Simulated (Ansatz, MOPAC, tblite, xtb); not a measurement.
Dissociation curve of Re(O)3(OH), SMILES [O]=[Re](=[O])(=[O])[OH] (HO4Re). The Re1–O6 bond (Re1 also carries O, O, O; O6 carries nothing else) is pulled apart rigidly from the PBE0/def2-TZVP, def2 effective core potentials past Kr optimised geometry.

Computed with: GFN2-xTB, 300 K electronic temperature (tblite); GFN1-xTB (xtb); PM7, restricted, heats of formation (MOPAC); UKS-PBE0 = unrestricted PBE0/def2-TZVP, def2 effective core potentials past Kr (Ansatz, a program for electronic structure).

Energies relative to the lowest point of each curve near equilibrium, in kJ/mol; the last columns give the difference from UKS-PBE0:

```csv
R / Å,GFN2-xTB,GFN1-xTB,PM7,UKS-PBE0,GFN2-xTB − UKS-PBE0,GFN1-xTB − UKS-PBE0,PM7 − UKS-PBE0
1.40,320.0,360.2,396.3,421.0,-101.1,-60.9,-24.7
1.49,103.9,116.5,161.6,170.7,-66.8,-54.2,-9.1
1.59,14.1,14.8,35.4,36.8,-22.8,-22.0,-1.4
1.66,0.0,0.0,3.3,3.4,-3.4,-3.4,-0.1
1.69,1.3,2.2,0.0,0.0,1.3,2.2,0.0
1.74,10.1,13.8,5.6,5.5,4.6,8.4,0.1
1.81,32.2,41.6,32.1,31.1,1.1,10.5,1.0
1.93,85.2,106.3,113.4,106.0,-20.8,0.4,7.4
2.06,151.8,186.1,231.0,207.9,-56.1,-21.8,23.1
2.21,231.0,278.5,380.6,329.4,-98.4,-50.9,51.2
2.48,364.1,427.2,628.8,483.9,-119.7,-56.7,144.9
2.77,481.9,549.5,815.5,583.8,-101.9,-34.3,231.7
3.11,575.7,644.9,941.6,643.8,-68.1,1.1,297.8
3.57,639.7,713.0,1018.1,694.3,-54.6,18.6,323.8
4.16,670.4,752.9,1046.5,712.0,-41.6,40.8,334.4
4.93,—,—,1053.8,718.8,—,—,335.0
```

GFN2-xTB is furthest from UKS-PBE0 at 2.48 (-119.7 kJ/mol, below); its mean absolute difference over the points is 50.8 kJ/mol.

GFN1-xTB is furthest from UKS-PBE0 at 1.40 (-60.9 kJ/mol, below); its mean absolute difference over the points is 25.8 kJ/mol.

PM7 is furthest from UKS-PBE0 at 4.93 (335.0 kJ/mol, above); its mean absolute difference over the points is 111.6 kJ/mol.

A dash means that the run gave no value there, or that the column was ended at a point which the program doubted or which failed a test of continuity chosen for this set; such a test can also cut sound points.

The restricted form behind PM7 keeps the bonding electrons paired and can't separate into open-shell fragments. The unrestricted solution behind UKS-PBE0 changes between 2.48 and 2.77 Å and between 3.11 and 3.57 Å, which can leave a kink. The unrestricted determinant behind UKS-PBE0 is spin-contaminated at 2.21 to 4.93 Å (<S²> up to 1.7, against 0.00 for a pure singlet).
